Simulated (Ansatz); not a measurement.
Species: C3H9Ga, SMILES `[CH3][Ga]([CH3])[CH3]` (charge 0, multiplicity 1).

Q: Give a relaxed geometry from B3LYP-D3(BJ)/def2-TZVP run with Ansatz (an electronic-structure program).

A: the end point of this relaxation (outside a Z-matrix the atoms follow the SMILES, hydrogens last).
Z-matrix (Å, degrees):
```
Ga
C 1 1.9880
H 2 1.0899 1 112.59
H 2 1.0922 3 108.86 1 -123.08
H 2 1.0936 3 108.20 4 -115.80
C 1 1.9888 2 121.27 3 10.23
H 6 1.0900 1 112.50 2 -9.45
H 6 1.0922 7 108.78 1 123.00
H 6 1.0934 7 108.20 8 115.76
C 1 1.9896 2 119.77 3 -170.07
H 10 1.0901 1 112.42 2 -12.48
H 10 1.0919 11 108.86 1 123.39
H 10 1.0937 11 108.00 12 115.77
```
